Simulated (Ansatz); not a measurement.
Isolated molecules relaxed with PBE0-D4/def2-TZVP in Ansatz; ΔE leaves out vibrations. CCSD(T)/CBS is the MP2 limit (def2-TZVPP, def2-QZVPP) plus CCSD(T) − MP2 in def2-TZVPP, frozen cores. Functionals use def2-TZVPP. HSE06 is defined as in plane-wave codes. For As, Ge outer-core shells are correlated without core-valence functions, which leaves a few kJ/mol of doubt a bond. Scalar relativity is left out up to krypton. One conformer a species, not always the lowest.

Consider the redistribution: `F[B]([AlH2])[SiH3]` + `[GeH3][S]S[AsH2]` → `F[B]([SiH3])[AlH][AsH2]` + `S[S][GeH3]`.

`F[B]([AlH2])[SiH3]`:

Cartesian coordinates in Å:
```
F -0.880 -1.187 1.600
B -0.290 -0.409 0.694
Al 1.163 1.073 1.328
Si -0.793 -0.670 -1.276
H 0.705 2.554 1.691
H 2.718 0.732 1.360
H 0.434 -1.113 -2.003
H -1.891 -1.638 -1.550
H -1.166 0.660 -1.844
```

`[GeH3][S]S[AsH2]`:

Cartesian coordinates in Å:
```
Ge -0.795 0.090 1.790
S -1.525 0.780 -0.203
S -0.588 -0.622 -1.385
As 1.420 0.348 -1.716
H 0.740 0.158 1.786
H -1.389 1.051 2.832
H -1.269 -1.351 2.023
H 2.137 -0.985 -1.903
H 1.269 0.531 -3.223
```

`F[B]([SiH3])[AlH][AsH2]`:

```xyz
11

F    -1.361   -2.189    0.309
B    -0.662   -1.151   -0.144
Si   -1.561    0.117   -1.479
Al    1.337   -0.762    0.591
As    1.652    0.750    2.477
H    -0.557    0.525   -2.505
H    -1.938    1.353   -0.731
H    -2.770   -0.414   -2.167
H     2.639   -1.407   -0.061
H     2.705    1.530    1.701
H     0.515    1.648    2.009
```

`S[S][GeH3]`:

Z-matrix (Å, degrees):
```
Ge
S 1 2.234
H 1 1.534 2 109.0
H 1 1.536 2 108.7 3 120.6
H 1 1.537 2 106.1 3 -120.0
S 2 2.058 1 99.3 3 -57.9
H 6 1.347 2 98.3 1 -89.0
```

```csv
level,ΔE (kJ/mol)
revPBE-D4,-37.2
B97M-V,-31.9
HSE06-D4,-47.5
B2PLYP,-44.3
BHLYP,-46.7
RPA@PBE/def2-TZVPP,-44.4
MP2/def2-TZVPP,-45.7
MP2/def2-QZVPP,-44.4
```

(1) What does CCSD(T)/CBS give? (Estimate.)

(2) What do rigid-rotor, harmonic-oscillator terms from PBE0-D4/def2-TZVP frequencies (298.15 K, 1 bar) make of the CCSD(T)/CBS value? (Estimate.)

Largest T1 diagnostic among the species: 0.015.

## Answers

(1) The calculation gave: -46.9 kJ/mol. The listed levels differ from it by 9.7, 15.0, -0.6, 2.6, 0.2, 2.5, 1.2, 2.5 kJ/mol.

(2) Ansatz gave: ΔZPE = +3.6 kJ/mol, ΔH = -43.1 kJ/mol, ΔS = 6 J/(mol·K), ΔG = -44.8 kJ/mol. Modes under 50 cm⁻¹ make the entropy rough.

The D4 term adds +6.7 kJ/mol with B3LYP and +3.2 kJ/mol with PBE0; it sums over pairs of atoms, weighted by their polarisabilities, and B3LYP, whose exchange is more repulsive, gets the larger term. From BLYP to BHLYP (50 % exact exchange), in def2-TZVPP and without D4, ΔE moves by −6.1 kJ/mol. Leaving LDA and LC-ωPBE aside and taking each functional with its dispersion term where it has one, the values, not all of them listed here, spread over 18.7 kJ/mol, from r2SCAN0-D4 to BLYP-D4.

B3LYP here is the variant with VWN-RPA as its local correlation; programs differ in this.
